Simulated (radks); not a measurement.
All-electron atom: Zn4+ in [Ne] 3s1 3p6 3d9 (not the ground configuration).

Calculated with a radial shooting solver on a logarithmic mesh with Libxc functionals: scalar-relativistic Kohn-Sham, PBE, spin-polarised, spherical densities, finite nucleus; open shells are filled with parallel spins first; Fermi nuclear charge, rms radius 3.9283 fm.

Energy parts (hartree):
part                       energy
total                 -1786.79598
kinetic                1815.29622
electron-nucleus      -4242.83484
Hartree                 710.11862
exchange-correlation    -69.37598

Orbitals (lengths in bohr, moments of r in powers of bohr):
orbital,occ.,eigenvalue (hartree),<r>,<r^2>
1s up,1,-352.7580,0.05030,0.003404
1s down,1,-352.7314,0.05030,0.003404
2s up,1,-45.16045,0.2262,0.06035
2s down,1,-45.11059,0.2261,0.06029
2p up,3,-39.49674,0.1982,0.04818
2p down,3,-39.45316,0.1981,0.04812
3s up,1,-7.25585,0.6703,0.5173
3s down,0,-7.14005,0.6726,0.5211
3p up,3,-5.55264,0.6942,0.5653
3p down,3,-5.44216,0.6976,0.5713
3d up,5,-2.77798,0.7647,0.7295
3d down,4,-2.68059,0.7755,0.7534

The highest occupied level is 3d down at -72.943 eV. The configuration is held as typed, so some empty levels lie below it. The electron density at the nucleus is 2.517e+04 e/bohr^3 (large components only). The density falls to 0.001 e/bohr^3 at r = 2.42 bohr. Summed over all electrons, <r^2> = 11.00 bohr^2, which gives a Langevin (diamagnetic) susceptibility term of -8.72 x 10^-6 cm^3/mol. Spin moment in Bohr magnetons: 2. The spin density at the nucleus is 170.5 e/bohr^3 (1s 1.1, 2s -0.5, 3s 169.9).
